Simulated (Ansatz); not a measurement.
Cost and result for the atomization energy of `OC1[NH][GeH2][S]1` (10 atoms, 10 bonds).

Cartesian coordinates in Å:
```
O -1.3174 -0.4401 -1.2491
C -0.0151 -0.5796 -0.7751
N -0.0329 -0.7093 0.6526
Ge 0.6080 0.9491 1.1449
S 1.0489 0.9493 -1.0275
H -1.3095 -0.4869 -2.2102
H 0.4859 -1.4126 -1.2845
H -0.8778 -1.1380 1.0039
H 1.8263 0.8890 2.0796
H -0.4163 1.9791 1.6653
```

The species carries charge 0 and has multiplicity 1. Correlated methods include outer-core shells of Ge, which these sets cover unevenly. Scalar relativity is left out up to krypton. The structure was optimised at the PBE0-D4/def2-TZVP level. It is one conformer, not always the lowest. Program: Ansatz. All runs use 4 threads of an Arm Neoverse V1 on a shared host. Times are those of one run each, without the atoms' runs, and a repeat can differ threefold. Electronic energies, without spin–orbit coupling; frozen cores. CCSD(T)/CBS adds CCSD(T) − MP2 in def2-TZVPP to the MP2 limit, and its time is that of the two runs behind it. T1 = 0.012. With those shells the extrapolation isn't a true limit. B3LYP takes the VWN-RPA correlation (the form of Gaussian; ORCA's B3LYP/G).

CCSD(T)/CBS is a level of theory with its own doubt, some kJ/mol a heavy atom from the limit and from the frozen cores, so smaller differences don't rank the functionals.

```json
{"level": "PBE-D4/def2-TZVPP (with forces)", "functions": "253", "wall time": "2.8 s", "atomization (kJ/mol)": "3489.0", "difference from CCSD(T)/CBS": "90.5", "per bond": "9.0"}
{"level": "PBE0-D4/def2-TZVPP", "functions": "253", "wall time": "3.8 s", "atomization (kJ/mol)": "3396.5", "difference from CCSD(T)/CBS": "-2.0", "per bond": "-0.2"}
{"level": "r2SCAN-D4/def2-TZVPP (with forces)", "functions": "253", "wall time": "6 s", "atomization (kJ/mol)": "3395.9", "difference from CCSD(T)/CBS": "-2.6", "per bond": "-0.3"}
{"level": "B3LYP-D4/def2-TZVPP (with forces)", "functions": "253", "wall time": "6 s", "atomization (kJ/mol)": "3370.0", "difference from CCSD(T)/CBS": "-28.5", "per bond": "-2.8"}
{"level": "B2PLYP/def2-TZVPP", "functions": "253", "wall time": "7 s", "atomization (kJ/mol)": "3333.2", "difference from CCSD(T)/CBS": "-65.3", "per bond": "-6.5"}
{"level": "ωB97X-V/def2-TZVPP", "functions": "253", "wall time": "9.5 s", "atomization (kJ/mol)": "3418.1", "difference from CCSD(T)/CBS": "19.6", "per bond": "2.0"}
{"level": "ωB97M-V/def2-TZVPP (with forces)", "functions": "253", "wall time": "14 s", "atomization (kJ/mol)": "3399.7", "difference from CCSD(T)/CBS": "1.2", "per bond": "0.1"}
{"level": "MP2/def2-QZVPP", "functions": "480", "wall time": "30 s", "atomization (kJ/mol)": "3424.5", "difference from CCSD(T)/CBS": "26.0", "per bond": "2.6"}
{"level": "CCSD(T)/def2-TZVPP", "functions": "253", "wall time": "3.9 min", "atomization (kJ/mol)": "3289.2", "difference from CCSD(T)/CBS": "-109.3", "per bond": "-10.9"}
{"level": "CCSD(T)/CBS(def2)", "functions": "–", "wall time": "4.4 min", "atomization (kJ/mol)": "3398.5", "difference from CCSD(T)/CBS": "0.0", "per bond": "0.0"}
```

From PBE to PBE0 (25 % exact exchange), in def2-TZVPP and without D4, the atomization energy moves by −88.3 kJ/mol: exact exchange takes away binding that semilocal exchange gives to molecules. In def2-TZVPP, CCSD(T) changes the Hartree–Fock value by +1082.2 kJ/mol (the triples alone add +74.3 kJ/mol) and MP2 by +1153.5 kJ/mol; breaking electron pairs costs correlation energy, which Hartree–Fock lacks. The D4 term adds +41.9 kJ/mol with B3LYP and +21.6 kJ/mol with PBE0; it sums over pairs of atoms, weighted by their polarisabilities, and B3LYP, whose exchange is more repulsive, gets the larger term.
